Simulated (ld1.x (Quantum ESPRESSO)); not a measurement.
Varying the PAW potential for tungsten (W)

Base potential:

```json
{"Element": "tungsten (W)", "Generator": "ld1.x (Quantum ESPRESSO) 7.5", "Type": "PAW", "Functional": "PBE", "Relativity": "scalar-relativistic", "Frozen core": "[Kr] 4d10", "Valence charge": "28", "Reference configuration": "4f14 5s2 5p6 5d4 6s1.5 6p0 (charge +0.5)", "Partial waves": "5s (bound): rcut 1.50, rcutus 2.05 bohr; 6s (bound): rcut 1.50, rcutus 2.05 bohr; 5p (bound): rcut 2.15, rcutus 2.30 bohr; 6p (bound, empty): rcut 2.15, rcutus 2.30 bohr; 5d (bound): rcut 1.40, rcutus 1.85 bohr; 5d channel at 0.2 Ry: rcut 1.40, rcutus 1.85 bohr; 4f (bound): rcut 0.90, rcutus 1.25 bohr; 4f channel at 0.35 Ry: rcut 0.90, rcutus 1.25 bohr", "Local potential": "all-electron potential smoothed inside 1.10 bohr (lloc = -1)", "Core correction": "a·sin(br)/r model core, default radius (ld1.x builds one for every PAW set, though the input has nlcc=.false.)", "Augmentation charge": "PSQ, inside the norm-conserving radii"}
```

Cutoffs, loose and tight: the cutoffs (Ry, on a coarse ladder) from which the occupation-weighted sum of valence levels, in a spherical-Bessel basis at the reference potential, stays within 10 and 1 mRy of its value at 400 Ry. They do not see the model core or the augmentation charge, which bear on the density cutoff. Test errors are all-electron minus pseudo excitation energies from the reference, over the configurations 4f14 5s2 5p6 5d4 6s2 6p0; 4f14 5s2 5p6 5d4 6s1 6p0; 4f14 5s2 5p6 5d4 6s0 6p0; 4f13 5s2 5p6 5d4 6s2 6p0; 4f14 5s2 5p6 5d4 6s1 6p1; 4f14 5s2 5p6 5d3 6s0 6p0; 4f14 5s2 5p6 5d4 6s0 6p2. A dash means not determined; rows that change the core or the reference have their own tests. The largest error is taken over the tests solved by every variant that gives reliable tests at all: 4f14 5s2 5p6 5d4 6s0 6p0; 4f14 5s2 5p6 5d4 6s1 6p0; 4f14 5s2 5p6 5d4 6s2 6p0.

Cutoffs are not given where the Bessel-basis levels miss the radial ones by over 6 mRy, ghosts where they miss by over 20 mRy; a channel whose overlap is not positive is not tested.

The default core radius of the base comes out at 0.32 bohr.

A file whose overlap is not positive is unfit for use, and its test errors describe a broken file.

| change | outcome | bound ghosts | largest test error (meV) |
| --- | --- | --- | --- |
| base | generated, overlap not positive | not determined (overlap not positive) | -7.1 |
| wave 4f channel at 0.35 Ry: rcut 0.90, rcutus 1.25 bohr becomes 4f channel at -1.93 Ry: rcut 0.90, rcutus 1.25 bohr | generated, overlap not positive | not determined (overlap not positive) | -7.0 |
| reference 4f14 5s2 5p6 5d4 6s1.5 6p0.5 | generated, overlap not positive | not determined (overlap not positive) | -7.8 over the solved tests; test run stopped at test 4 of 7 (negative rho) |
| functional BLYP | generated, overlap not positive | not determined (overlap not positive) | -3.5 |
| core correction a·sin(br)/r model core inside 0.76 bohr | generated, overlap not positive | not determined (overlap not positive) | -7.0 |
| local potential all-electron potential smoothed inside 1.54 bohr (lloc = -1) | generated, overlap not positive | not determined (overlap not positive) | -6.9 |

(1) What comes out with this change to the base: core [Xe] 4f14, valence charge 6; reference 5d4 6s2 6p0; waves now 6s (bound): rcut 1.65, rcutus 2.20 bohr; 6s channel at 0.85 Ry: rcut 1.65, rcutus 2.20 bohr; 6p (bound): rcut 3.25, rcutus 4.00 bohr; 6p channel at 1.65 Ry: rcut 3.25, rcutus 4.00 bohr; 5d (bound): rcut 2.35, rcutus 2.50 bohr; 5d channel at 0.2 Ry: rcut 2.35, rcutus 2.50 bohr; local potential all-electron potential smoothed inside 2.35 bohr (lloc = -1); core correction a·sin(br)/r model core, default radius (core density twice the valence density)?

Answers

(1) outcome: failed: find_q: problem finding q. Cause: no Bessel wave vectors were found for the pseudised augmentation function at its matching radius.
